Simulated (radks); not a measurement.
Task: Species: Yb II. Configuration: [Xe] 4f14 6s1. Method: scalar-relativistic Kohn-Sham, PBEsol, spin-polarised, spherical densities, finite nucleus; open shells are filled with parallel spins first (spin-orbit coupling, left out, can overturn this in heavy ions); Fermi nuclear charge, rms radius 5.3108 fm; computed with a radial shooting solver on a logarithmic mesh with Libxc functionals. Some entries of the table are withheld. Estimate them.

| orbital | occ. | eigenvalue (hartree) | <r> (bohr) |
|---|---|---|---|
| 1s up | 1 | -2249.432 | 0.01967 |
| 1s down | 1 | -2249.432 | 0.01967 |
| 2s up | 1 | -381.3464 | 0.08336 |
| 2s down | 1 | -381.3462 | 0.08336 |
| 2p up | 3 | -336.2275 | 0.07416 |
| 2p down | 3 | -336.2273 | 0.07416 |
| 3s down | 1 | -86.13606 | 0.2168 |
| 3s up | 1 | -86.13587 | 0.2168 |
| 3p down | 3 | -72.53035 | 0.2163 |
| 3p up | 3 | -72.53015 | 0.2163 |
| 3d down | 5 | -55.93968 | 0.1961 |
| 3d up | 5 | -55.93958 | 0.1961 |
| 4s down | 1 | -17.13117 | 0.4881 |
| 4s up | 1 | -17.13076 | 0.4881 |
| 4p down | 3 | -12.66366 | 0.5184 |
| 4p up | 3 | -12.66334 | 0.5184 |
| 4d down | 5 | -6.77989 | 0.5602 |
| 4d up | 5 | -6.77973 | 0.5603 |
| 5s up | 1 | -2.26968 | (1) |
| 5s down | 1 | -2.26759 | (2) |
| 5p up | 3 | -1.26033 | 1.450 |
| 5p down | 3 | -1.25535 | 1.444 |
| 4f up | 7 | -0.35924 | 0.7890 |
| 4f down | 7 | -0.35811 | 0.7828 |
| 6s up | 1 | -0.35526 | 3.507 |
| 6s down | 0 | -0.31813 | 3.477 |

Result: 
(1) 5s up <r> (bohr): 1.209
(2) 5s down <r> (bohr): 1.207
